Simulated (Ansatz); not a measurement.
The cluster Te6As4. Charge 0, multiplicity 1. Geometry r2SCAN-D4/def2-SVP; atoms count from 1.

| atom | x (Å) | y (Å) | z (Å) |
| --- | --- | --- | --- |
| As1 | -2.5405 | 0.8952 | 1.1020 |
| As2 | 0.0188 | -1.9815 | -2.1314 |
| As3 | 1.2105 | -1.1778 | 2.0059 |
| As4 | 0.6554 | 1.7516 | -1.0396 |
| Te5 | -1.1746 | -0.5462 | 2.8318 |
| Te6 | 1.5187 | -0.1933 | -3.1004 |
| Te7 | -1.4108 | 3.0994 | 0.6004 |
| Te8 | 0.9698 | -2.9566 | 0.1224 |
| Te9 | -1.4495 | 0.1588 | -1.2885 |
| Te10 | 2.2020 | 0.9505 | 0.8974 |

In the def2 sets Te takes a core potential; there is no spin–orbit coupling. The structure comes from a short search, and lower isomers may exist.

(1) Estimate the Mulliken populations from the PBE0/def2-SVP orbitals of Ansatz.

(2) And the Mayer bond orders between heavy atoms (over 0.3)?

## Answers

(1) 
```json
{"atom": "As1", "charge (e)": "-0.01"}
{"atom": "As2", "charge (e)": "-0.01"}
{"atom": "As3", "charge (e)": "-0.03"}
{"atom": "As4", "charge (e)": "0.02"}
{"atom": "Te5", "charge (e)": "0.00"}
{"atom": "Te6", "charge (e)": "-0.11"}
{"atom": "Te7", "charge (e)": "-0.11"}
{"atom": "Te8", "charge (e)": "0.00"}
{"atom": "Te9", "charge (e)": "0.21"}
{"atom": "Te10", "charge (e)": "0.04"}
```
Mulliken values depend strongly on the basis.

(2) As1–Te5 0.96 (2.63 Å); As1–Te7 1.18 (2.53 Å); As1–Te9 0.74 (2.73 Å); As2–Te6 1.18 (2.53 Å); As2–Te8 0.96 (2.63 Å); As2–Te9 0.74 (2.73 Å); As3–Te5 1.00 (2.60 Å); As3–Te8 1.00 (2.60 Å); As3–Te10 0.99 (2.60 Å); As4–Te6 0.53 (2.96 Å); As4–Te7 0.53 (2.96 Å); As4–Te9 0.91 (2.65 Å); As4–Te10 1.01 (2.60 Å).
